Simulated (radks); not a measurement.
The lithium ion Li2+, configuration 1s0.75 2s0.25 (fractional occupations, a model configuration).

Calculated with a radial shooting solver on a logarithmic mesh with Libxc functionals: Dirac Kohn-Sham, AM05, spin-unpolarised, spherical densities, finite nucleus; Fermi nuclear charge, rms radius 2.444 fm.

Energy parts (eV):
total: -96.837
kinetic: 96.095
electron-nucleus: -195.482
Hartree: 17.395
exchange-correlation: -14.845

Orbitals (lengths in bohr, moments of r in powers of bohr; r(max) is where P^2 peaks):
orbital  occ.  eigenvalue (eV)     <r>   <r^2>   <1/r>  r(max)  small-component weight
1s1/2    0.75        -104.2148  0.5071  0.3449   2.975  0.3342                1.18e-04
2s1/2    0.25         -21.2831   2.234   5.813  0.6546   1.925                2.27e-05

The highest occupied level is 2s1/2 at -21.283 eV. The density falls to 0.001 e/bohr^3 at r = 2.65 bohr.
